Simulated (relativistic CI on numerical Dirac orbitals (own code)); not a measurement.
## Tc4+: M2,3 absorption edge

Computed with this model: Dirac-Coulomb-Breit CI, orbitals from a KLI potential per configuration, model QED, valence Slater integrals scaled by 0.9, multiplet model of core-to-valence dipole absorption; configurations [Kr] 4d3 → [Ne] 3s2 3p5 3d10 4s2 4p6 4d4; 10 K; Lorentzian 3 eV and Gaussian 0.4 eV FWHM. Energies are those of the free ion, without screening or charge transfer. The branching ratio is the share of the lower-energy edge in the whole absorption, uncertain by about 0.02 where the edges overlap. S is read from ⟨S²⟩ = S(S + 1).

Field parameters in Wybourne normalisation: D3d B²₀ = −7Dσ, B⁴₀ = −14Dq − 21Dτ, B⁴₃ = −14√(10/7) Dq. The field is a parameter set, without covalency.

free ion: ground-state S = 1.49, centroid 438.80 eV, branching ratio 0.827. Peaks (eV, height): 435.5 (100), 456.0 (19).

D3d, 10Dq = 24150, Dσ = -1200, Dτ = -220 cm⁻¹: ground-state S = 1.50, centroid 441.11 eV, branching ratio 0.736. Peaks (eV, height): 435.5 (100), 455.0 (37).

The statistical ratio of this edge is 2/3 = 0.667. Values above it arise where the holes sit mainly in the j = l + 1/2 valence subshell or the ground state has high spin; values below it where core-valence Coulomb terms move weight to the upper edge, as in nearly empty shells.

Strongest unbroadened transitions for D3d, 10Dq = 24150, Dσ = -1200, Dτ = -220 cm⁻¹:

```tsv
Energy (eV)	Relative strength
434.16	17.9
434.22	15.1
434.23	30.2
434.72	20.6
435.16	14.3
435.38	42.2
435.41	40.1
435.43	100.0
435.60	44.8
435.62	19.4
435.67	17.6
435.75	15.5
435.79	18.9
454.67	16.2
454.91	20.6
455.34	20.7
455.47	15.5
455.48	19.4
```
